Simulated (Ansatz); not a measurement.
Frontier orbitals of CH6BSbSe.

Z-matrix (Å, degrees):
```
C
B 1 1.549
Se 1 1.997 2 76.8
H 1 1.087 2 121.7 3 -104.3
H 1 1.087 2 121.7 3 101.3
Sb 2 2.261 1 118.7 3 -96.4
H 2 1.194 1 119.2 3 93.9
H 3 1.469 1 94.9 2 -91.9
H 6 1.706 2 94.9 1 176.0
H 6 1.711 2 91.7 1 -92.0
```

Total charge 0; spin multiplicity 1. Correlated methods include outer-core shells of Sb, Se, which these sets cover unevenly. Scalar relativity is left out up to krypton. Sb takes the def2 core potential. The bonds changed during the relaxation, so this is another structure than the one it started from. All single points use the PBE0-D4/def2-TZVP geometry. It is one conformer, not always the lowest. Basis def2-TZVPP, Ansatz 0.2.0.

Orbital energies of one run (eV). Highest occupied ones, from the top: -6.46, -7.72, -8.17, -8.99, -9.44, -10.41, -11.22, -13.23, -13.68, -15.72, -18.34, -22.33, -34.88, -34.94. Empty: -0.78, -0.24, -0.04, 0.45, 0.70, 1.30.

Task: Which functional gave them?
A. LDA (SPW92)
B. CAM-B3LYP
C. r2SCAN
D. PBE0

Result: D. HOMO energies: PBE0 -6.46, r2SCAN -5.70, LDA (SPW92) -5.60, CAM-B3LYP -7.69 eV.
